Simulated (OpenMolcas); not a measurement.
Au6+ among 6 point charges of -1.7 e arranged as an octahedron (Oh), 1.91 Å from the ion.
```
   1.9100    0.0000    0.0000  -1.70
   0.0000    1.9100    0.0000  -1.70
  -1.9100    0.0000    0.0000  -1.70
   0.0000   -1.9100    0.0000  -1.70
   0.0000    0.0000    1.9100  -1.70
   0.0000    0.0000   -1.9100  -1.70
```

```json
{
 "Program": "OpenMolcas",
 "Method": "SS-CASPT2, IPEA 0.25 Eh, imaginary shift 0.1 Eh (closed shells correlated: 5s 5p)",
 "Basis": "ANO-RCC-VDZP [7s6p4d2f]",
 "Scalar Hamiltonian": "DKH2, point nucleus",
 "Active space": "5 electrons in 5 orbitals (5d)",
 "State averaging": "2S+1 = 6 even, 1 root; 2S+1 = 4 even, 24 roots; 2S+1 = 2 even, 75 roots",
 "Spin-orbit coupling": "RASSI with atomic mean-field integrals over the reference wave functions"
}
```

**Question.** What is the spin-free ground state (labels of O, the rotations of Oh)?

**Answer.** 6A1, 1-fold in its orbital part, 100 % from free-ion S terms; it has the highest spin that d5 allows.

**Question.** What are the lowest two levels with spin-orbit coupling?

**Answer.** A 2-fold level Γ7 with g = 3.11, 3.11, 3.11, then a 4-fold level Γ8 310 cm-1 above it. Their leading multiplicities are 6 (73 %) and 6 (76 %).

**Question.** What is χT at 300 K?

**Answer.** 3.46 cm3 K/mol.

Roots that are degenerate in the reference are averaged as groups; the widest CASPT2 spread within a group is 98 cm-1 (the 3-fold group of multiplicity 2 near 41900 cm-1 above the lowest state of its run). Shifts and gaps below about the spread of the groups concerned are not significant. Point charges give a weaker field than real ligands, and real ions of this kind are as a rule low spin; the high spin found here belongs to the model. This field is weak: 10Dq is about 5588 cm-1, while octahedral complexes of 5d ions of charge 3 and more, computed by the same method with explicit ligands, had a median near 35000 cm-1. Ground spin and moment need not be those of a real site. Free-ion shares, where given, are those of the reference states; single-state CASPT2 does not remix them. This is an electrostatic model: the charges have no orbitals. No measured value stands beside these numbers.
